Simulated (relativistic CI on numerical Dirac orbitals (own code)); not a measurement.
## Calculated levels, W⁵⁴⁺

Calculated at this level of theory: Dirac-Coulomb-Breit CI, KLI orbitals optimised for each configuration, QED by a radiative potential, unscaled Slater integrals (own radial code, finite nucleus).

CI space (outside the closed core [Ne]): 3s2.3p6.3d2, 3s2.3p5.3d3, 3s.3p6.3d3, 3s2.3p6.3d.4s, 3s2.3p6.3d.4p, 3s2.3p6.3d.4d, 3s2.3p5.3d2.4s, 3s2.3p6.3d.4f, 3s2.3p5.3d2.4p, 3s2.3p5.3d2.4d, 3p6.3d4, 3p5.3d5, 3p5.3d4.4s, 3p6.3d3.4s, 3p5.3d3.4s2. Double excitations out of closed p, d and f shells are left out; levels of such configurations are missing from the list, as are those of other unlisted configurations, and high levels can miss mixing partners. These lack a partner that the ground configuration has and come out too high: 3s2.3p5.3d2.4p, 3s2.3p5.3d2.4d.

The lowest level is 3s2.3p6.3d2 3F_2, with 73 % of that term; Hund's rules for 3s2.3p6.3d2 give 3F with J = 2, in agreement.

```
No.  Configuration  Term  J  E (10³ cm⁻¹)    %  Next component (%)  Landé g
  1    3s2.3p6.3d2    3F  2           0.0   73               23 1D    0.759
  2    3s2.3p6.3d2    3P  0         194.0   70               30 1S         
  3    3s2.3p6.3d2    3F  3         582.1  100                        1.071
  4    3s2.3p6.3d2    3P  2         668.8   49               30 1D    1.165
  5    3s2.3p6.3d2    1G  4         695.6   70               30 3F    1.064
  6    3s2.3p6.3d2    3P  1         708.7  100                        1.490
  7    3s2.3p6.3d2    3F  4        1232.4   70               30 1G    1.162
  8    3s2.3p6.3d2    3P  2        1300.8   47               47 1D    1.206
  9    3s2.3p6.3d2    1S  0        1506.7   70               30 3P         
 10    3s2.3p5.3d3   3D°  2        2195.7   27              20 5F°    1.086
 11    3s2.3p5.3d3   5D°  1        2235.4   28              21 3D°    1.000
 12    3s2.3p5.3d3   5D°  0        2269.7   51              43 3P°         
 13    3s2.3p5.3d3   3F°  3        2283.7   25              18 3G°    1.049
 14    3s2.3p5.3d3   5F°  3        2704.1   39              24 5D°    1.272
 15    3s2.3p5.3d3   5G°  4        2750.7   35              24 5F°    1.192
 16    3s2.3p5.3d3   5S°  2        2762.3   30              23 3P°    1.550
 17    3s2.3p5.3d3   5D°  2        2785.5   41              36 3F°    1.083
 18    3s2.3p5.3d3   5D°  1        2801.9   40              34 3D°    0.953
 19    3s2.3p5.3d3   3H°  5        2818.6   31              31 3G°    1.149
 20    3s2.3p5.3d3   3G°  3        2826.1   43              25 3F°    1.028
 21    3s2.3p5.3d3   3H°  6        2827.0   43              24 3I°    1.111
 22    3s2.3p5.3d3   3P°  0        2830.2   41              36 5D°         
 23    3s2.3p5.3d3   3F°  4        2834.8   31              19 3H°    1.087
 24    3s2.3p5.3d3   3G°  4        2886.2   36              19 3F°    1.084
 25    3s2.3p5.3d3   3D°  2        2901.5   33              24 1D°    1.202
 26    3s2.3p5.3d3   3G°  3        2905.2   25              21 3F°    1.149
 27    3s2.3p5.3d3   3S°  1        2907.9   34              25 3P°    1.641
 28    3s2.3p5.3d3   3G°  5        2953.2   32              30 1H°    1.074
 29    3s2.3p5.3d3   3F°  4        3046.3   36              30 5D°    1.233
 30    3s2.3p5.3d3   3P°  2        3080.7   31              21 3D°    1.223
 31    3s2.3p5.3d3   3D°  3        3151.6   30              23 3G°    1.138
 32    3s2.3p5.3d3   3D°  1        3152.0   39              19 3P°    0.792
 33    3s2.3p5.3d3   3F°  2        3178.8   49              20 1D°    0.832
 34    3s2.3p5.3d3   3G°  3        3189.7   51              20 1F°    0.957
 35    3s2.3p5.3d3   5F°  4        3314.8   29              26 3G°    1.223
 36    3s2.3p5.3d3   5G°  5        3350.2   40              23 5F°    1.205
 37    3s2.3p5.3d3   3D°  2        3365.2   31              29 3F°    1.180
 38    3s2.3p5.3d3   5G°  6        3379.9   51              24 3I°    1.178
 39    3s2.3p5.3d3   3D°  1        3397.4   40              31 3P°    0.989
 40    3s2.3p5.3d3   3G°  3        3435.9   24              21 1F°    1.149
 41    3s2.3p5.3d3   3G°  5        3440.4   34              30 3H°    1.155
 42    3s2.3p5.3d3   3I°  7        3440.9  100                        1.131
 43    3s2.3p5.3d3   3D°  2        3447.8   32              16 3P°    1.354
 44    3s2.3p5.3d3   3P°  1        3453.8   53              17 5D°    1.378
 45    3s2.3p5.3d3   3F°  4        3453.8   35              25 3G°    1.186
```

Energies count from the lowest computed level; ° marks odd parity.

The mean weight of the leading LS term, summed over parents, in these 45 levels is 45 %, and that of the leading jj configuration (from the same eigenvectors) 96 %, so jj coupling describes them better and the LS labels are nominal.

At this charge energies of transitions that change n are usually good to better than 1 %, and those within a shell (Δn = 0) to a few per cent.

LS names give the leading component of a level, which can be under half, so a name can repeat, a term be missing and a line seem to break the LS rules.
